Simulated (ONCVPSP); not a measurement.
## germanium ONCV: all-electron and pseudo phase curves

- Element: germanium (Ge)
- Generator: ONCVPSP 4.0.1
- Type: optimised norm-conserving Vanderbilt (ONCV)
- Functional: PBEsol
- Relativity: scalar-relativistic
- Frozen core: [Ar]
- Valence charge: 14
- Reference configuration: 3d10 4s1.5 4p2.5
- Partial waves: 4s: rc 1.65 bohr, ncon 4, nbas 8, qcut 3.7 1/bohr, 2 projectors, debl 2.5 Ha; 4p: rc 1.75 bohr, ncon 3, nbas 7, qcut 5 1/bohr, 2 projectors, debl 3.9 Ha; 3d: rc 0.75 bohr, ncon 4, nbas 8, qcut 24.7 1/bohr, 1 projector
- Local potential: polynomial inside 0.60 bohr (lpopt 5, dvloc0 6 Ha)
- Core correction: Teter function fitted to the true core (icmod 2), fcfact 0.15

The phase is arctan(r·R′/R) of the radial function R(r), unwrapped; energies in Ha, scanned from -3 to 5 Ha. A pole is an energy at which the radial function vanishes at the test radius. The pseudo phase is shifted by a multiple of π to meet the all-electron one at the reference energy, and phase errors are pseudo minus all-electron; the curves can meet again beyond the range given. Levels narrower than the energy grid can be missing from the lists of poles.

For each channel, where are the poles, and over which energies does the pseudopotential scatter like the atom?

| channel | radius (bohr) | reference energy (Ha) | poles, all-electron | poles, pseudo | unbroken range about the reference energy with phases within 0.05 rad | phase error 1 Ha above the reference energy (rad) |
| --- | --- | --- | --- | --- | --- | --- |
| s | 1.67 | -0.45 | 2.51 | 2.51 | the whole range | -0.000 |
| p | 1.78 | -0.16 | 2.75 | 1.84, 2.76 | below 1.8 | -0.004 |
| d | 0.76 | -1.11 | 3.38 | 3.48 | the whole range | +0.001 |

Note: ghosts flagged at negative energy: s at -244.2 eV; GHOST(+) flagged for p at 51.4 eV. A true bound ghost makes a file unfit for plane-wave use.

Phases in the p channel:

```
E (Ha)  all-electron  pseudo
 -2.98         1.248   1.234
 -2.54         1.200   1.190
 -2.10         1.135   1.126
 -1.66         1.036   1.029
 -1.22         0.870   0.863
 -0.78         0.548   0.544
 -0.34        -0.060  -0.061
  0.10        -0.719  -0.720
  0.54        -1.090  -1.093
  0.98        -1.281  -1.286
  1.42        -1.393  -1.401
  1.86        -1.467  -1.962
  2.30        -1.523  -4.661
  2.74        -1.569  -4.710
  3.18        -1.611  -4.753
  3.62        -1.653  -4.794
  4.06        -1.699  -4.840
  4.50        -1.755  -4.896
  4.94        -1.834  -4.975
```
